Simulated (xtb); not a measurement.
C2H10N2OSi, SMILES O[Si@H]([C@H](N)C)N. All values are semi-empirical tight-binding results from xtb (GFN2-xTB unless named), good for trends rather than for accurate numbers. Coordinates come from a GFN2-xTB optimisation. The structure was generated by enumeration; whether it is a known compound was not checked. Other conformers were not sampled.

```yaml
orbital_gap: 6.12 eV
dipole_moment: 2.27 D
zero_point_energy: 80.8 kcal/mol
G − E(el) at 298.15 K (modified RRHO): 59.6 kcal/mol
static polarisability (D4 model): 78.8 bohr³
solvation energy, GFN2-xTB/ALPB(water): -6.5 kcal/mol
solvation energy, GFN2-xTB/ALPB(thf): -9.2 kcal/mol
```
